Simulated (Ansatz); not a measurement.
Basis-set extrapolation for `CO[SiH2]S[SiH3]` (PBE0-D4/def2-TZVP geometry, frozen core, Ansatz 0.2.0). Multiplicity 1, RHF reference.

```
                       def2-TZVPP    def2-QZVPP
                 HF  -1092.957808  -1092.993121
    MP2 correlation     -0.839411     -0.905100
CCSD(T) correlation     -0.938671       not run
```

Energies in hartree. Use E(X) = E(∞) + A·exp(−7.88·√X) for Hartree–Fock and E(X) = E(∞) + B·X^(−2.97) for correlation, with X = 3 and 4, and add CCSD(T) minus MP2 of the smaller set to the MP2 limit.

**Question.** What is the CCSD(T) energy at the basis-set limit?

**Answer.** HF limit: -1092.993121 + (-0.035313) × 0.13774 = -1092.99799. MP2 limit: -0.905100 + (-0.065689) × 0.74074 = -0.95376. Higher-order term: -0.938671 − (-0.839411) = -0.09926. Total: -1094.05101 hartree, 405.7 kJ/mol below CCSD(T)/def2-TZVPP.
